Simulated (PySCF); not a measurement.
## Spin-rotation constants: `FC(F)[C@H]1COCO1`, C$_{4}$H$_{6}$F$_{2}$O$_{2}$

Molfile (atoms numbered from 1):
```
C4H6F2O2
     RDKit          3D

 14 14  0  0  0  0  0  0  0  0999 V2000
    2.7132    0.2307    0.1187 F   0  0  0  0  0  0  0  0  0  0  0  0
    1.6479   -0.2548   -0.5581 C   0  0  0  0  0  0  0  0  0  0  0  0
    1.5180    0.5406   -1.6460 F   0  0  0  0  0  0  0  0  0  0  0  0
    0.3984   -0.2627    0.3483 C   0  0  1  0  0  0  0  0  0  0  0  0
   -0.7725    0.6286   -0.1366 C   0  0  0  0  0  0  0  0  0  0  0  0
   -1.9009   -0.2035    0.0038 O   0  0  0  0  0  0  0  0  0  0  0  0
   -1.4259   -1.4903   -0.2193 C   0  0  0  0  0  0  0  0  0  0  0  0
   -0.1610   -1.5601    0.4005 O   0  0  0  0  0  0  0  0  0  0  0  0
    1.8932   -1.2707   -0.9012 H   0  0  0  0  0  0  0  0  0  0  0  0
    0.7284    0.0041    1.3594 H   0  0  0  0  0  0  0  0  0  0  0  0
   -0.9202    1.5155    0.4773 H   0  0  0  0  0  0  0  0  0  0  0  0
   -0.6361    0.9192   -1.1855 H   0  0  0  0  0  0  0  0  0  0  0  0
   -2.0944   -2.2171    0.2459 H   0  0  0  0  0  0  0  0  0  0  0  0
   -1.3263   -1.6973   -1.3033 H   0  0  0  0  0  0  0  0  0  0  0  0
  1  2  1  0
  2  3  1  0
  2  4  1  0
  4  5  1  0
  5  6  1  0
  6  7  1  0
  7  8  1  0
  8  4  1  0
  2  9  1  0
  4 10  1  1
  5 11  1  0
  5 12  1  0
  7 13  1  0
  7 14  1  0
M  END
```

The calculation used GIAO KT3/pcSseg-1 magnetisability, rotational g tensor and spin-rotation constants, non-relativistic, gas phase in PySCF 2.14.0. Geometry: GFN2-xTB, dihedral held. The dihedral F3–C2–C4–C5 is held at 0°.

(1) Give the nuclear spin-rotation constants along the inertial axes (H = +C I·J) beside the isotropic shieldings.

Answers

(1) Rotational constants 4.2912, 1.3722, 1.2428 GHz. A star marks the isotopologue with that one atom substituted, in its own axes.
```
atom  isotope  Caa (kHz)  Cbb (kHz)  Ccc (kHz)  mean (kHz)  σ (ppm)
  F1      19F      4.430      1.140      1.716       2.429    284.2
  F3      19F      3.091      1.458      1.519       2.023    298.0
  H9       1H     -0.376     -0.056      0.024      -0.136     25.3
 H10       1H     -0.406     -0.102      0.031      -0.159     27.4
 H11       1H     -0.469     -0.106      0.052      -0.174     27.4
 H12       1H     -0.412     -0.007     -0.051      -0.157     27.4
 H13       1H      0.103     -0.066     -0.122      -0.029     26.2
 H14       1H     -0.358     -0.108      0.043      -0.141     26.7
  C2     13C*      1.304      0.413      0.383       0.700     60.2
  C4     13C*      0.974      0.338      0.309       0.540    103.7
  C5     13C*      0.695      0.327      0.321       0.448    117.0
  O6     17O*     -0.541     -0.171     -0.172      -0.295    238.4
  C7     13C*      1.196      0.341      0.340       0.625     84.9
  O8     17O*     -0.728     -0.169     -0.176      -0.357    220.5
```
For the geometry as given, no vibrational averaging.
